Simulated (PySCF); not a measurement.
A PySCF script (with the pyscf-properties extension) for the NMR shieldings of `C(/P=P\CC#C)C=C`, C$_{6}$H$_{8}$P$_{2}$, on a GFN2-xTB geometry:

```python
import basis_set_exchange as bse
import numpy as np
from pyscf import gto, dft
from pyscf.prop import nmr

atoms = """
C     2.812681    0.885203   -1.164645
C     2.315885   -0.131988   -0.771947
C     1.721366   -1.332550   -0.243699
P     1.526991   -1.231903    1.644461
P     0.086988    0.139295    2.072086
C    -0.614927    0.802709    0.447848
C    -1.763632   -0.053601    0.043251
C    -3.029420    0.317116    0.122316
H     3.247224    1.763286   -1.538059
H     0.756129   -1.529991   -0.716830
H     2.382931   -2.181172   -0.436749
H    -0.954226    1.820428    0.649452
H     0.161993    0.832723   -0.317702
H    -1.514347   -1.049723   -0.303337
H    -3.310188    1.296832    0.472227
H    -3.833048   -0.337720   -0.167634
"""
names = dict.fromkeys(["C", "P", "H"], "pcSseg-1")
basis = {el: gto.basis.parse(bse.get_basis(n, elements=[el], fmt="nwchem")) for el, n in names.items()}
mol = gto.M(atom=atoms, basis=basis, charge=0, verbose=0)
mf = dft.RKS(mol, xc="PBE0")
mf.grids.level = 2
mf.grids.alignment = dft.numint.BLKSIZE   # the property module wants whole blocks of grid points
mf.conv_tol = 1e-9
mf.kernel()

calc = nmr.RKS(mf)   # GIAO
C = mf.mo_coeff
Co = C[:, mf.mo_occ > 0]
resp = mf.gen_response(singlet=True, hermi=2)
def vind(x):   # induced exchange potential for any number of trial vectors
    d = np.einsum("pi,xij,qj->xpq", C, 2 * x.reshape(-1, C.shape[1], Co.shape[1]), Co, optimize=True)
    return np.einsum("xpq,pi,qj->xij", resp(d - d.transpose(0, 2, 1)), C, Co, optimize=True).ravel()
mo1, _ = nmr.rhf.solve_mo1(calc, with_cphf=vind)
sigma = calc.kernel(mo1)
for i, s in enumerate(sigma):   # ppm
    w = np.linalg.eigvalsh((s + s.T) / 2)
    print("%2d %-2s iso %8.1f  s11 %8.1f  s22 %8.1f  s33 %8.1f" % (i, mol.atom_pure_symbol(i), w.mean(), *w))
```

Problem. What are the results?

Solution. 
```
 0 C  iso    108.9  s11     34.0  s22     47.7  s33    245.0
 1 C  iso    101.9  s11     -5.6  s22     15.9  s33    295.3
 2 C  iso    162.8  s11    140.5  s22    166.4  s33    181.6
 3 P  iso   -244.6  s11   -994.6  s22   -144.6  s33    405.4
 4 P  iso   -271.5  s11  -1046.3  s22   -204.6  s33    436.4
 5 C  iso    138.8  s11    101.5  s22    140.2  s33    174.7
 6 C  iso     47.9  s11    -72.1  s22     61.6  s33    154.3
 7 C  iso     61.2  s11    -52.3  s22     79.3  s33    156.5
 8 H  iso     30.1  s11     24.8  s22     25.4  s33     40.1
 9 H  iso     28.1  s11     24.4  s22     26.8  s33     33.0
10 H  iso     28.0  s11     23.4  s22     26.2  s33     34.4
11 H  iso     28.2  s11     25.5  s22     26.9  s33     32.1
12 H  iso     26.1  s11     20.9  s22     24.7  s33     32.6
13 H  iso     26.0  s11     23.0  s22     24.3  s33     30.7
14 H  iso     26.1  s11     22.4  s22     25.6  s33     30.3
15 H  iso     26.3  s11     23.1  s22     25.2  s33     30.5
```

These numbers come from an equivalent density-fitted implementation of the same equations, which agrees with the script to about 0.01 ppm for H and up to a few tenths of a ppm for heavy atoms, so last digits may differ.

Problem. Turn these shieldings into chemical shifts. Scale: TMS for $^{13}$C (186.93 ppm) and $^{1}$H (31.72 ppm); $^{31}$P (318.38 ppm) against H3PO4 (reference shieldings calculated alike).

Solution. Averaging equivalent atoms: C 6: 139.0; C 7: 125.8; C 1: 85.1; C 0: 78.0; C 5: 48.1; C 2: 24.1; P 4: 589.9; P 3: 563.0; H 13: 5.72; H 14: 5.63; H 15: 5.43; H 11/12: 4.59; H 9/10: 3.67; H 8: 1.63 ppm. Experimental scales use liquid or dissolved standards, which lie at an offset from isolated H3PO4.

Size and cost of the density-fitted run: 190 basis functions, 41 s wall time on 1 thread of an Intel Xeon Platinum 8488C, shared host; peak memory 0.82 GiB.
